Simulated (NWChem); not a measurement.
Species: AlNH3Br; SMILES [Br][AlH][NH2]

```xyz
6

Al    -0.5774     1.0850     0.0000
H     -2.1237     1.3848     0.0000
Br     0.1884    -1.0435     0.0000
N      0.6148     2.3837     0.0000
H      1.6208     2.2556     0.0000
H      0.3864     3.3720     0.0000
```
Atoms are numbered in this order, from 1.

Program: NWChem. The geometry was optimised at PBE0/def2-SVP. Level: PBE0/def2-SVPD; rows give the wavelength of the field.

```csv
field,isotropic polarisability (bohr³),anisotropy (bohr³)
static,57.4,16.9
1065 nm,58.1,17.2
589 nm,59.7,17.8
```
